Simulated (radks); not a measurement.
The numbers below are computed, except where a source is named.
Ionisation of the holmium ion Ho21+, [Kr] 4d10, to [Kr] 4d9 as the strength of local exchange is varied. Code: a radial shooting solver on a logarithmic mesh with Libxc functionals. Model: Dirac Kohn-Sham, Slater X-alpha exchange (alpha = 2/3 is LDA exchange), no correlation, spin-unpolarised, spherical densities, finite nucleus; Fermi nuclear charge, rms radius 5.2022 fm.

alpha  E(Ho21+) (hartree)  exchange (hartree)  IE (eV)  -e of the level emptied (eV)  <r> of it (bohr)
0.667         -12447.5583           -235.7168   713.82                693.27 (4d5/2)            0.5381
0.71          -12462.7620           -251.1653   717.45                696.88 (4d5/2)            0.5369
0.738         -12472.6704           -261.2413   719.82                699.23 (4d5/2)            0.5362
0.762         -12481.1684           -269.8881   721.86                701.25 (4d5/2)            0.5355
0.814         -12499.5972           -288.6556   726.28                705.65 (4d5/2)            0.5341
0.827         -12504.2078           -293.3545   727.38                706.75 (4d5/2)            0.5337
0.982         -12559.2890           -349.5951   740.66                719.94 (4d5/2)            0.5295

NIST Atomic Spectra Database: 715 +/- 4 eV (theoretical). The Delta-SCF value meets it near alpha = 0.68. Spin polarisation and multiplet splitting are left out, so open shells lie too high by an amount that depends on their filling.

Beside tabulated values, note that spin-unpolarised runs miss the spin-polarisation part of the exchange energy of open shells.
